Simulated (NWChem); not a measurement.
Correlation energy of GeI

```
Ge
I 1 2.5334
```
Charge 0, spin multiplicity 2.

The numbers come from NWChem runs, not from measurements. The geometry was optimised at UPBE0/def2-SVP with def2 effective core potentials on I, a minimum by its harmonic frequencies.

Basis set: def2-SVP. Each correlation energy counts from its own Hartree-Fock reference.

Effective core potentials replace the inner electrons of I; spin-orbit coupling is left out. The correlated methods keep 13 core orbitals frozen. This spin state was chosen for the runs; another may lie lower. The structure started from a generated list of species. The unpaired electrons of the parent sit in orbitals of symmetry b2 (C2v labels of the run); other states weren't searched. The stability of the SCF solutions was not checked. Open-shell Hartree-Fock references start from PBE0 orbitals. Coupled-cluster values serve here as a point of comparison, not as the truth.

| method | correlation energy (mHa) |
|---|---|
| SCS-UMP2 | (withheld) |
| CCSD[T] on UHF | -324.2 |
| CCSD[T] on ROHF | -328.1 |
| CCSD(T) on UHF | -323.1 |
| CCSD on ROHF | -317.1 |
| UMP2 | -303.8 |
| CCSD(T) on ROHF | (withheld) |
| CCSD on UHF | (withheld) |

Task: Fill in the missing entries.

Result: 
- SCS-UMP2, correlation energy (mHa): -280.6
- CCSD(T) on ROHF, correlation energy (mHa): -327.0
- CCSD on UHF, correlation energy (mHa): -313.5
